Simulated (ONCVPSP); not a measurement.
# Be (Z = 4): one change to an ONCV potential, before and after

| Item | Value |
| --- | --- |
| Element | beryllium (Be) |
| Generator | ONCVPSP 4.0.1 |
| Type | optimised norm-conserving Vanderbilt (ONCV) |
| Functional | PBE |
| Relativity | scalar-relativistic |
| Frozen core | none |
| Valence charge | 4 |
| Reference configuration | 1s2 2s2 |
| Partial waves | 1s+2s: rc 0.95 bohr, ncon 5, nbas 8, qcut 10.2 1/bohr, 2 projectors; p scattering state at 0.14 Ha: rc 0.85 bohr, ncon 3, nbas 7, qcut 9.2 1/bohr, 2 projectors, debl 0.8 Ha; d scattering state at 0.41 Ha: rc 0.85 bohr, ncon 3, nbas 8, qcut 12.2 1/bohr, 2 projectors, debl 3.7 Ha |
| Local potential | polynomial inside 0.75 bohr (lpopt 5, dvloc0 0 Ha) |
| Core correction | none |

Change: all radii scaled by about 1.13 (s 1.08, p 0.96, d 0.96 bohr); local potential polynomial inside 0.84 bohr (lpopt 5, dvloc0 0 Ha).

Cutoffs: the cutoffs (Ha) at which the residual kinetic energy of the hardest occupied pseudo-wave falls to 1 and 0.1 mHa per electron; they do not see the model core or the augmentation charge, which bear on the density cutoff. Errors are all-electron minus pseudo energies relative to the spin-unpolarised reference configuration.

Problem. Predict the effect on cutoff, ghosts and configuration errors.

Solution. The potential gets softer (128 Ha and 180 Ha → 51 Ha and 127 Ha); the errors of the 4 common tests hardly move; neither file shows a bound ghost. A larger radius leaves more room for a smooth pseudo-wave, so fewer plane waves are needed.

| quantity | base | changed |
| --- | --- | --- |
| cutoff, loose | 128 Ha | 51 Ha |
| cutoff, tight | 180 Ha | 127 Ha |
| bound ghosts | none | none |
| GHOST(+) flags under 300 eV | none | none |
| error for 1s2 2s1, meV [ΔE 9.55 eV] | +0.7 | +0.6 |
| error for 1s2 2s0, meV [ΔE 27.50 eV] | +5.6 | +5.1 |
| error for 1s2 2s1.5, meV [ΔE 3.76 eV] | +0.1 | +0.1 |
| error for 1s2 2s1 2p1, meV [ΔE 3.61 eV] | +1.4 | +1.5 |
